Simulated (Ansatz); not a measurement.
Isolated molecules relaxed with PBE0-D4/def2-TZVP in Ansatz; ΔE leaves out vibrations. CCSD(T)/CBS adds triple-zeta CCSD(T) − MP2 to the extrapolated MP2 energy (def2 sets, frozen cores). This one scheme is used for every species. Functionals use def2-TZVPP. B3LYP here is the variant with VWN-RPA as its local correlation; programs differ in this. One conformer a species, not always the lowest.

Reaction (hydrogenolysis of the Al–C bond): `CC[CH2][AlH][F]` + H₂ → `[F][AlH2]` + propane

CCSD(T)/CBS gives -27.4 kJ/mol.

(1) Another level gave -29.8 kJ/mol. Which?
A. MP2/def2-TZVPP
B. B3LYP-D4/def2-TZVPP
C. B3LYP/def2-TZVPP
D. HF/def2-TZVPP

Largest T1 diagnostic among the species: 0.012.

## Answers

(1) B. B3LYP-D4 -29.8, HF/def2-TZVPP -57.3, MP2/def2-TZVPP -25.1, B3LYP -37.7 kJ/mol.

In def2-TZVPP, CCSD(T) changes the Hartree–Fock value by +27.2 kJ/mol (the triples alone add +5.0 kJ/mol) and MP2 by +32.2 kJ/mol. The D4 term adds +7.9 kJ/mol with B3LYP and +4.5 kJ/mol with PBE0; it sums over pairs of atoms, weighted by their polarisabilities, and B3LYP, whose exchange is more repulsive, gets the larger term.
